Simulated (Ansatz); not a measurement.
Calculated with Ansatz (gas phase, PBE0-D4/def2-TZVP geometries, no zero-point term in ΔE). CCSD(T)/CBS adds triple-zeta CCSD(T) − MP2 to the extrapolated MP2 energy (def2 sets, frozen cores). DFT in def2-TZVPP. B3LYP here is the variant with VWN-RPA as its local correlation; programs differ in this. One conformer a species, not always the lowest.

Reaction (substitution at a C–Si bond): `C[SiH2]C[SiH2]Cl` + `NB(N)O` → `CNB(N)O` + `[SiH3]C[SiH2]Cl`

Question: Is it downhill or uphill in electronic energy at CCSD(T)/CBS, and by how much? (Best estimate.)

Answer: Ansatz gave: Uphill: ΔE = +19.4 kcal/mol.

Question: What do these levels give: PBE-D4, r2SCAN, B3LYP, SCS-MP2/def2-TZVPP, CCSD/def2-TZVPP, CCSD(T)/def2-TZVPP? (An estimate is asked.)

Answer: Computed: PBE-D4 18.5, r2SCAN 19.7, B3LYP 18.2, SCS-MP2/def2-TZVPP 18.6, CCSD/def2-TZVPP 18.6, CCSD(T)/def2-TZVPP 18.6 kcal/mol.

Largest T1 diagnostic among the species: 0.010.

In def2-TZVPP, CCSD(T) changes the Hartree–Fock value by +0.9 kcal/mol (the triples alone add +0.0 kcal/mol) and MP2 by +2.1 kcal/mol.
